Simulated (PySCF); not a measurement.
AlAsH₄O, SMILES [OH][AlH][AsH2]. Geometry: ωB97X-D3(BJ)/def2-SVP. The values are those of a single conformer.

Calculation: PySCF 2.14.0 with ωB97X-D3(BJ)/def2-SVP.

Harmonic wavenumbers (cm⁻¹): 94, 155, 341, 356, 439, 497, 557, 590, 707, 880, 1012, 1954, 2252, 2268, 3982. Rotational constants (GHz): 19.17, 2.140, 1.956; symmetry number 1.

Question: Work out the zero-point energy and the ideal-gas rigid-rotor harmonic-oscillator thermochemistry at 298.15 K and 1 atm.

Answer: ZPE = ½ Σ hcν = ½ × 16084 cm⁻¹ = 22.99 kcal/mol. H − E(el) = 27.35 kcal/mol. Entropy in cal/(mol K): translation 40.31, rotation 25.80, vibration 11.56, total 77.67. G − E(el) = 4.19 kcal/mol. Cp = 21.51 cal/(mol K). Modes under 150 cm⁻¹ make the vibrational entropy uncertain.
